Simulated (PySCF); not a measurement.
## Electron correlation in Kr²⁺ (krypton, charge +2)

[Ar] 3d10 4s2 4p4, high-spin 3P determinant. Calculation: PySCF 2.14, in cc-pVDZ-DK (5s4p2d, 27 functions); scalar relativity by spin-free X2C-1e. Frozen: [Ar] 3d10; 6 electrons correlated.

MP2 pair energies summed by pair of shells (mhartree):

| pair | energy | share (%) |
| --- | --- | --- |
| 4p-4p | -36.21 | 49.3 |
| 4s-4p | -31.89 | 43.5 |
| 4s-4s | -5.28 | 7.2 |

Total MP2 correlation energy: -73.38 mhartree.

Same-spin part -18.11 and opposite-spin part -55.28 mhartree; SCS-MP2 scales them by 1/3 and 6/5 to -72.37 mhartree.

```
  level  correlation energy (mhartree)
   CCSD                         -88.61
    (T)                          -0.74
CCSD(T)                         -89.35
```

Diagnostics: T1 = 0.0053, D1 = 0.0174, largest double amplitude 0.051.

Task: Is a single reference adequate?

Result: Yes, within this model without spin-orbit coupling: T1 lies below 0.03 and no double amplitude reaches 0.07.
